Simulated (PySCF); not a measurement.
Species: C6H14N2Si2.
Geometry (PBE0-D3(BJ)/def2-SVP, Å), atoms numbered from 1 in this order:
```
atom  x, y, z in Å
C1    -2.176    0.051   -1.615
N2    -1.514    0.438   -0.612
C3    -0.823   -0.534    0.157
C4    -0.701   -0.312    1.684
C5     0.549   -1.215    1.642
C6     0.691   -0.244    0.446
N7     1.746   -0.189   -0.513
Si8    2.124    1.378   -1.208
Si9    2.389   -1.717   -1.075
C10    0.227    0.886    1.400
H11   -2.698    0.789   -2.239
H12   -2.265   -1.015   -1.910
H13   -1.037   -1.579   -0.150
H14   -1.524   -0.355    2.408
H15    0.385   -2.279    1.407
H16    1.277   -1.085    2.456
H17    2.437    2.358   -0.125
H18    1.005    1.939   -2.025
H19    3.320    1.194   -2.082
H20    1.348   -2.551   -1.756
H21    3.487   -1.427   -2.040
H22    2.917   -2.517    0.072
H23   -0.241    1.761    0.933
H24    0.935    1.156    2.199
```

Level: PBE0/pcSseg-1 in PySCF, non-relativistic, on one gas-phase PBE0-D3(BJ)/def2-SVP geometry that isn't relaxed in the solvent. The solvent is an IEF-PCM continuum (van der Waals radii × 1.2). Only the electrostatic response of the medium enters.

Gas phase at PBE0/pcSseg-1: HOMO -6.82 eV, LUMO -0.45 eV, dipole 1.29 D.

Problem. What does the continuum do to the energy, the frontier levels and the dipole at PBE0/pcSseg-1 in acetonitrile and water?

Solution. 
```
     solvent      ε  E(solvent) − E(gas) (kcal/mol)  polarisation term (kcal/mol)  distortion of the solute (kcal/mol)  HOMO (eV)  LUMO (eV)  dipole (D)
acetonitrile  35.69                           -3.21                         -3.82                                 0.61      -6.79      -0.40        1.93
       water  78.36                           -3.32                         -3.96                                 0.64      -6.79      -0.40        1.95
```

Polarisation term: ½ Σ q·V over the induced surface charges. Distortion: the rise of the solute's own energy as its density leaves the gas-phase optimum. From acetonitrile to water the lowering changes by a factor 1.03, Onsager's factor (ε − 1)/(2ε + 1) by 1.02 and ε itself by 2.2.

Problem. Which radius a makes the point-dipole formula ΔE = −[(ε − 1)/(2ε + 1)]·μ²/a³ give the value in water, with the gas-phase dipole?

Solution. μ = 0.509 au and |ΔE| = 0.00528 Eh give a = 1.53 Å; the farthest nucleus lies 3.97 Å from the centroid of the nuclei, so such a sphere wouldn't even hold the nuclei. The formula assumes a rigid point dipole at the centre of a sphere.

Problem. Give the dipole vector in the frame of the coordinates (D, pointing from negative to positive charge), gas and water.

Solution. Gas (-0.74, -1.06, -0.06), solvent (-0.85, -1.75, -0.17). Its length changes by +51 % and its direction by 9°.

Problem. Which IAO charges (PBE0/pcSseg-1) respond most in acetonitrile (means over atoms taken as equivalent)?

Solution. 
| atoms | environment | gas (e) | solvent (e) | change |
| --- | --- | --- | --- | --- |
| N2 | imine nitrogen | -0.259 | -0.290 | -0.031 |
| H12 | hydrogen on a C=N carbon | +0.103 | +0.118 | +0.015 |
| H13 | methine hydrogen | +0.089 | +0.100 | +0.011 |
| H23 | methylene hydrogen | +0.144 | +0.136 | -0.008 |
| H11 | hydrogen on a C=N carbon | +0.151 | +0.159 | +0.008 |
| H15 | methylene hydrogen | +0.121 | +0.128 | +0.007 |
| H14 | methine hydrogen | +0.137 | +0.142 | +0.005 |
| H24 | methylene hydrogen | +0.123 | +0.128 | +0.005 |

Problem. Which Mayer bond orders change most in acetonitrile?

Solution. 
```json
{"bond": "C1–N2", "length (Å)": "1.263", "gas": "1.946", "solvent": "1.932", "change": "-0.014"}
{"bond": "N2–C3", "length (Å)": "1.419", "gas": "0.992", "solvent": "0.985", "change": "-0.007"}
{"bond": "N7–Si8", "length (Å)": "1.755", "gas": "0.918", "solvent": "0.924", "change": "+0.006"}
{"bond": "C6–N7", "length (Å)": "1.427", "gas": "0.840", "solvent": "0.835", "change": "-0.005"}
{"bond": "Si8–H19", "length (Å)": "1.492", "gas": "0.943", "solvent": "0.947", "change": "+0.004"}
{"bond": "C5–C6", "length (Å)": "1.547", "gas": "0.949", "solvent": "0.952", "change": "+0.003"}
{"bond": "N7–Si9", "length (Å)": "1.751", "gas": "0.932", "solvent": "0.929", "change": "-0.003"}
{"bond": "C1–H12", "length (Å)": "1.109", "gas": "0.929", "solvent": "0.932", "change": "+0.003"}
```
